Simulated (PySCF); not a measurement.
**Two-component Hartree-Fock for Au³⁶⁺ (gold, charge +36)**

Start: [Kr] 4d7; 4d3/2 filled at m_j = -3/2, -1/2, +1/2, +3/2; 4d5/2 filled at m_j = +1/2, +3/2, +5/2. Calculated with PySCF 2.14 in an uncontracted even-tempered set (17 s from 3.9 bohr⁻², ratio 2.8; 14 p from 5.1 bohr⁻², ratio 2.8; 9 d from 5.1 bohr⁻², ratio 2.8; 3 f from 22 bohr⁻², ratio 3): generalised Hartree-Fock with the X2C-1e Hamiltonian and a Gaussian nucleus; one run each with spin-orbit coupling (SO) switched off, then screened by Boettger's factors.

```
spinor shell  electrons  ε, spin-free (eV)  ε, screened SO (eV)  weight of nominal j (screened SO)  rms radius, screened SO (bohr)
       1s1/2          2           -82671.6             -82639.6                              1.000                          0.0190
       2s1/2          2           -15977.2             -15966.5                              1.000                          0.0769
       2p1/2          2           -14027.8             -15350.3                              1.000                          0.0651
       2p3/2          4           -14027.8             -13507.1                              1.000                          0.0731
       3s1/2          2            -4964.9              -4961.1                              1.000                           0.195
       3p1/2          2            -4388.6              -4687.4                              1.000                           0.186
       3p3/2          4            -4388.6              -4267.6                              1.000                           0.202
       3d3/2          4            -3769.6              -3823.5                              1.000                           0.177
       3d5/2          6            -3769.6              -3730.1                              1.000                           0.181
       4s1/2          2            -2111.0              -2109.5                              1.000                           0.404
       4p1/2          2            -1894.7              -1990.8                              0.999                           0.406
       4p3/2          4            -1894.7              -1854.6                              1.000                           0.436
       4d3/2          4            -1657.3              -1670.8                              0.988                           0.423
       4d5/2          3            -1657.3              -1645.9                              0.989                           0.430
```

```
   quantity     spin-free   screened SO
E (hartree)  -18254.19451  -18284.76281
        M_J           9/2           9/2
       ⟨J²⟩        24.751        24.752
       ⟨L²⟩        12.001        15.799
       ⟨S²⟩         3.750         2.661
```

Each row is a mean over spinors that exchange with the open shell spreads, by up to 24.237 eV (4p3/2).

Breit and QED terms are absent; they matter most for the inner s and p1/2 levels.

Densities and radii are taken from the X2C orbitals without a picture-change correction, which distorts them close to the nucleus.

Without spin-orbit coupling the j labels of p, d and f shells carry no meaning; the spin-free column gives the mean over the occupied spinors of each nl shell.
